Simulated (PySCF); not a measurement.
# SiPb: one state, many levels of theory

State: ³Σ⁻ (triplet), unpaired electrons π ↑↑. Set-up: basis Si def2-TZVPP, Pb def2-TZVPP with ECP60; scalar-relativistic core potentials; PySCF 2.14. De refers to Si + Pb in their high-spin ground configurations, without counterpoise correction. The functionals are run spin-unrestricted. A positive dipole means Si(−)Pb(+).

```
      Level  Re (Å)  ωe (cm⁻¹)  De (eV)  μ (D)
        UHF   2.543        357     0.94   1.80
    UHF-MP2   2.573        324     2.35    n/a
UHF-SCS-MP2   2.569        330     2.15    n/a
   UHF-CCSD   2.572        331     2.16    n/a
UHF-CCSD(T)   2.592        317     2.37    n/a
        PBE   2.621        300     2.84   1.60
     PBEsol   2.599        308     3.05   1.47
       PW91   2.620        300     2.85   1.54
       BP86   2.624        298     2.83   1.48
       TPSS   2.612        304     2.72   1.77
     r²SCAN   2.589        316     2.62   1.63
       PBE0   2.577        325     2.59   1.67
      ωB97X   2.534        352     2.60   1.91
```

Q: Which functional lies closest to UHF-CCSD(T) in De, which farthest, and by how much do they differ from it?

A: Closest is PBE0 (-1.5 pm in Re, +2.5 % in ωe, +0.22 eV in De against UHF-CCSD(T) in the same basis), farthest PBEsol (+0.7 pm in Re, -2.8 % in ωe, +0.68 eV in De). CCSD(T) converges more slowly with the basis than the functionals do and binds too weakly in this one, so the order can change at the basis-set limit.

Q: What does a quarter of exact exchange do here, going from PBE to PBE0?

A: PBE0 less PBE: -4.4 pm in Re, +8.3 % in ωe, -0.25 eV in De. Exact exchange removes part of the self-interaction that spreads semilocal densities, and in most molecules shortens and stiffens the bond and lowers De; so it does here.

Q: What does all correlation do here, going from UHF to UHF-CCSD(T)?

A: UHF-CCSD(T) less UHF: +4.9 pm in Re, -11.2 % in ωe, +1.43 eV in De. Correlation nearly always deepens the well. The bond lengthens, as in strong covalent bonds, where excitations into antibonding orbitals dominate.

Correlated steps freeze 9 core orbitals. Spin–orbit coupling is left out, which matters for elements this heavy, above all for dissociation energies. The state was picked by a PBE0 search and need not be the measured ground state.

The whole job (state search and all levels along the bond) took about 8.5 min on 1 thread of Intel Xeon 6975P-C (shared host), peak memory 2.9 GiB.
